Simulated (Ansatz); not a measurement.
Correlation energies of `FB(F)S` by basis set

```xyz
5

F     0.984   -1.213    0.888
B     0.175   -0.283    0.423
F    -0.635    0.321    1.271
S     0.215    0.117   -1.332
H    -0.739    1.058   -1.249
```

Total charge 0; spin multiplicity 1. All single points use the PBE0-D4/def2-TZVP geometry. It is one conformer, not always the lowest. Frozen core, restricted reference, Ansatz. CBS rows extrapolate triple and quadruple zeta.

```json
{"basis": "def2-SVP", "HF (Eh)": "-621.52816", "MP2 corr.": "-0.57829"}
{"basis": "def2-TZVPP", "HF (Eh)": "-621.94664", "MP2 corr.": "-0.76456"}
{"basis": "def2-QZVPP", "HF (Eh)": "-621.96776", "MP2 corr.": "-0.83507"}
{"basis": "cc-pV(D+d)Z", "HF (Eh)": "-621.84352", "MP2 corr.": "-0.58644"}
{"basis": "cc-pV(T+d)Z", "HF (Eh)": "-621.94178", "MP2 corr.": "-0.76911"}
{"basis": "cc-pV(Q+d)Z", "HF (Eh)": "-621.96337", "MP2 corr.": "-0.83762"}
```

**Question.** Estimate the CCSD correlation energy and the (T) correction in each basis where they were run (hartree).

**Answer.** 
```json
{"basis": "def2-SVP", "CCSD corr.": "-0.60101", "(T)": "-0.01251"}
{"basis": "def2-TZVPP", "CCSD corr.": "-0.78493", "(T)": "-0.02697"}
{"basis": "def2-QZVPP", "CCSD corr.": "-0.84859", "(T)": "-0.03168"}
{"basis": "CBS(def2)", "CCSD corr.": "-0.89574", "(T)": "-0.03518"}
{"basis": "cc-pV(D+d)Z", "CCSD corr.": "-0.60940", "(T)": "-0.01342"}
{"basis": "cc-pV(T+d)Z", "CCSD corr.": "-0.78830", "(T)": "-0.02750"}
{"basis": "cc-pV(Q+d)Z", "CCSD corr.": "-0.85110", "(T)": "-0.03170"}
{"basis": "CBS(cc)", "CCSD corr.": "-0.89581", "(T)": "-0.03469"}
```
